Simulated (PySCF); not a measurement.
# What a mistake does to a calculation on AlGeH6N

Calculated results; nothing here was measured. They come from PySCF 2.14.0, an open-source quantum chemistry program, on an isolated molecule that a program drew, which may never have been made. The molecule is AlGeH6N (charge 0, singlet), drawn as the SMILES string `[NH2][AlH][GeH3]`.

Each row is a Hartree-Fock (HF) and frozen-core CCSD(T) single point in the cc-pV(D+d)Z basis, meant for a local HF minimum. Run 1 is clean. Each other run has one planted mistake out of seven kinds, and not every kind appears here: one electron removed, one electron added, multiplicity raised by two, geometry at a saddle point, minimal basis STO-3G, one bond length entered in bohr, all coordinates scaled. The reference is restricted for singlets and unrestricted otherwise, and also for a bond in bohr. Adding or removing an electron swaps singlet and doublet. Electrons count all cores. HOMO and LUMO are orbital energies over both spins, the gradient is its largest component, and the lowest frequency (negative if imaginary) is given only where the gradient is small. Bond lengths are over the 8 bonds as drawn. T1 is the CCSD diagnostic: over 0.02 (restricted) or 0.045 (unrestricted) a single reference is doubtful. Germanium has the cc-pVDZ-PP basis, with a core potential (ECP10MDF) in place of its 10 inner electrons, and its 3s, 3p and 3d shells are frozen in CCSD(T).

Geometry of the clean run:
```xyz
9
AlGeH6N, angstrom
N    -1.1954    0.2241    0.5383
Al   -1.4154   -0.8612    1.9110
Ge    0.2997   -0.8885    3.7324
H    -0.4256    0.8539    0.4080
H    -1.8278    0.3050   -0.2369
H    -2.7038   -1.7765    1.9233
H    -0.3040   -0.5147    5.0979
H     0.9339   -2.2801    3.9056
H     1.4543    0.0957    3.4739
```

| run | electrons | basis functions | <S^2> | HOMO (eV) | LUMO (eV) | gradient (hartree/bohr) | lowest frequency (cm^-1) | mean bond (Å) | longest bond (Å) | T1 | HF (hartree) | CCSD(T) (hartree) | mistake |
|---|---|---|---|---|---|---|---|---|---|---|---|---|---|
| 1 | 58 | 90 | 0.000 | -9.87 | 1.81 | 3.4e-05 | 42 | 1.5587 | 2.502 | 0.0144 | -593.27361 | -593.67127 | no fault |
| 2 | 58 | 90 | 2.037 | -4.74 | -0.93 | 9.5e-02 | - | 1.5587 | 2.502 | 0.0130 | -593.11644 | -593.48319 | multiplicity raised by two |
| 3 | 59 | 90 | 0.768 | 0.83 | 7.75 | 2.8e-02 | - | 1.5587 | 2.502 | 0.0137 | -593.22446 | -593.63407 | ? |
| 4 | 58 | 90 | 0.963 | -8.04 | 0.88 | 9.9e-03 | - | 1.8370 | 4.728 | 0.0176 | -593.19165 | -593.56660 | ? |

**Which mistake was planted in run 3, and what did it cost?**

It counts 59 electrons, one more than the clean run, at the same geometry and basis. So the mistake is: one electron added. Subtracting run 1 and multiplying by 627.51 kcal/mol a hartree, the energy moved by 30.8 kcal/mol in HF and 23.3 kcal/mol in CCSD(T).

**Which mistake was planted in run 4, and what did it cost?**

The mean bond changes by a factor of 1.179 and the longest by 1.890, so the molecule wasn't scaled as a whole. A length L in bohr read as angstrom grows by (1/0.5292 - 1) L = 0.890 L. The 8 bonds together grew by 8 x 0.2783 = 2.226 Å, which gives L = 2.502 Å. That is bond Al2-Ge3, 2.502 Å in the clean geometry. So the mistake is: one bond length entered in bohr. Subtracting run 1 and multiplying by 627.51 kcal/mol a hartree, the energy moved by 51.4 kcal/mol in HF and 65.7 kcal/mol in CCSD(T).

Cautions from the logs. Run 3: the HOMO is above zero, so the electron isn't bound and the energy depends on the basis.
